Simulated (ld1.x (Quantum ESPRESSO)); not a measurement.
## Ranking ultrasoft potentials for Cr (Z = 24)

All share these settings but for the change named:

chromium, ultrasoft, made with ld1.x (Quantum ESPRESSO) 7.5 (PBEsol, scalar-relativistic). Core [Ne], reference 3s2 3p6 3d4 4s2 4p0. Waves: 3s (bound): rcut 1.20, rcutus 1.35 bohr; 4s (bound): rcut 1.20, rcutus 1.35 bohr; 3p (bound): rcut 1.40, rcutus 1.50 bohr; 4p (bound, empty): rcut 1.40, rcutus 1.50 bohr; 3d (bound): rcut 1.20, rcutus 1.45 bohr; 3d channel at 0.55 Ry: rcut 1.20, rcutus 1.45 bohr; 4f channel at 0.2 Ry: rcut 1.50, rcutus 1.60 bohr; 4f channel at 1.1 Ry: rcut 1.50, rcutus 1.60 bohr. Local part: all-electron potential smoothed inside 1.55 bohr (lloc = -2). Core correction: a·sin(br)/r model core, default radius (core density twice the valence density). Augmentation charge: PSQ, inside the norm-conserving radii.

Cutoff: the first of the cutoffs (Ry, on a coarse ladder) from which the occupation-weighted sum of valence levels, in a spherical-Bessel basis at the reference potential, stays within 10 and 1 mRy of its value at 400 Ry; the density cutoff is not measured.

The base gives 50 Ry.

Of 11 variants that were run, those that failed, showed a ghost or another fault, or gave nearly equal values are left out.

A variant can come out equal or close to the base.

**Question.** Rank these variants from softest to hardest (loose cutoff).
A. core [Ar], valence charge 6; reference 3d5 4s0 4p0; waves now 4s (bound): rcut 2.00, rcutus 2.60 bohr; 4s channel at 2.5 Ry: rcut 2.00, rcutus 2.60 bohr; 4p (bound): rcut 3.50, rcutus 3.70 bohr; 4p channel at 0.3 Ry: rcut 3.50, rcutus 3.70 bohr; 3d (bound): rcut 1.30, rcutus 1.80 bohr; 3d channel at 0.55 Ry: rcut 1.30, rcutus 1.80 bohr; 4f channel at 0.2 Ry: rcut 2.70, rcutus 3.30 bohr; 4f channel at 1.1 Ry: rcut 2.70, rcutus 3.30 bohr; local potential all-electron potential smoothed inside 2.40 bohr (lloc = -1); core correction a·sin(br)/r model core inside 1.45 bohr
B. all radii but the core radius scaled by about 1.21 (s 1.64, p 1.82, d 1.76, f 1.94 bohr, rcut 1.46/1.70/1.46/1.82); local potential all-electron potential smoothed inside 1.88 bohr (lloc = -2)
C. waves 4f channel at 0.2 Ry: rcut 1.50, rcutus 2.16 bohr; 4f channel at 1.1 Ry: rcut 1.50, rcutus 2.16 bohr
D. waves 3d (bound): rcut 1.20, rcutus 2.20 bohr; 3d channel at 0.55 Ry: rcut 1.20, rcutus 2.20 bohr

**Answer.** A (30 Ry), B (35 Ry), D (40 Ry), C (50 Ry).
